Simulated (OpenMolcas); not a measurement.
Pt2+ (d8) among equal point charges was computed by CASSCF with the d shell active (OpenMolcas, ANO-RCC-VDZP on the metal). Its lowest spin-free states, and all those of the highest spin:

```csv
2S+1,Degeneracy,E (cm-1)
3,1,0.0
3,2,8602
1,1,11024
3,1,12003
1,1,12098
3,1,12863
3,2,18057
1,2,21407
1,1,21772
1,1,22953
1,1,26252
3,1,27026
3,2,27776
```

Question: Is the site octahedral, tetrahedral or cube-like, axial, or of lower symmetry?

Answer: The states with 2S+1 = 3 have orbital degeneracies 1, 2, 1, 1, 2, 1, 2. There are pairs but no triples, so the site is axial: not cubic, but with a proper or improper axis of order three or more. The run had Pt2+ among 6 point charges of -1.5 e arranged as a tetragonal octahedron (D4h), 1.92 Å from the ion, with the axial distance 2.170 Å.

Without dynamic correlation the repulsion within the d shell is too large (B by tens of per cent), so at a given field states of lower spin stand too high. Real 4d8 and 5d8 ions are as a rule square planar and diamagnetic. Point charges give a weaker field than real ligands, and real ions of this kind are as a rule low spin; the high spin found here belongs to the model. This is an electrostatic model: the charges have no orbitals. No measured value stands beside these numbers.
